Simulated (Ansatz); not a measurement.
The first iterations of a band of F3HSi + H2N (8 atoms, charge 0, multiplicity 2).

The calculation used UKS CAM-B3LYP-D4/STO-3G in Ansatz.

```json
{
  "movable images": "5",
  "climbing image": "yes",
  "spring": "5.0 eV/Å²",
  "optimiser": "quadratic models (default)",
  "start path": "straight line",
  "force threshold": "0.05 eV/Å",
  "iteration limit": "60",
  "end points": "relaxed"
}
```

Initial state:

```xyz
8
Properties=species:S:1:pos:R:3
H -0.272 -0.046 0.083
Si 0.403 -0.478 -1.139
F 1.637 0.512 -1.509
F 1.017 -1.973 -0.987
F -0.601 -0.494 -2.414
N -1.081 0.594 1.769
H -0.775 1.634 1.728
H -0.328 0.251 2.469
```

Final state:

```xyz
8
Properties=species:S:1:pos:R:3
H -0.594 0.212 0.763
Si 0.394 -0.510 -1.187
F 1.655 0.454 -1.599
F 1.068 -2.004 -1.127
F -0.508 -0.557 -2.555
N -0.990 0.580 1.683
H -0.737 1.605 1.636
H -0.288 0.218 2.385
```

| iteration | highest image above the first end (eV) | largest band force component (eV/Å) |
| --- | --- | --- |
| 1 | 0.620 | 3.118 |
| 2 | 0.078 | 1.477 |

Q: Does the band converge within its limit, and where does its top end?

A: The run converged. It ended after 8 iterations with the highest image 0.024 eV above the first end. Another band between the same ends (5 images) ends at a top of the same energy, where a vibrational analysis finds 1 clearly imaginary mode. Limits of this set-up: minimal basis.

Time of the run: 120 s on 1 thread of Arm Neoverse V1 (shared host), peak memory 0.14 GiB.
